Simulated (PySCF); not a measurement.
NMR data simulated for an unnamed compound:

1H NMR (300 MHz, computed): δ 4.16 (q, 1H), 1.54 (d, 3H), 1.34 (s, 9H).

13C{1H} NMR (computed): δ 127.1 (C), 77.1 (C), 57.4 (CH), 29.7 (CH3), 24.7 (CH3).

[PySCF 2.14.0 with density-fitted response routines: shielding tensors at PBE0/pcSseg-1 (GIAO); coordinates at the GFN2-xTB level; relativity neglected; single conformer; one averaged value for each set of equivalent atoms; no solvent]

References, each an isolated molecule treated in the same way: 1H (σ = 31.72 ppm), 13C (σ = 186.93 ppm) against TMS.

Problem. Which of these does the molecule contain: an N-methyl group, a tert-butyl group, a non-aromatic C=C double bond, a nitrile, a benzene ring?

Solution. 
- An N-methyl group: no.
- A tert-butyl group: yes (δC 29.7, 77.1; δH 1.34 (s)).
- A non-aromatic C=C double bond: no.
- A nitrile: yes (δC 127.1).
- A benzene ring: no.

The data belong to `C[C@H](C#N)OC(C)(C)C`, C7H13NO; they needn't prove each group on their own.

Carbon signals by region: 1 in the sp2 and nitrile region (100–160 ppm), 2 at 50–100 ppm, 2 below 50 ppm.

Shifts are as computed. Against solution values, carbons near 30 ppm lie about +3 ppm off and those near 130 ppm about +5 ppm. Of 1211 compounds with measured shifts, 218 miss one by over three times the rms of a fit or turn the order of signals round; such compounds aren't used in these exercises. No couplings were computed; multiplicities are counted from neighbouring protons, with m where these are inequivalent, close in shift, in a saturated or five-membered ring or joined by F or P, and br s for small geminal =CH2 splittings.
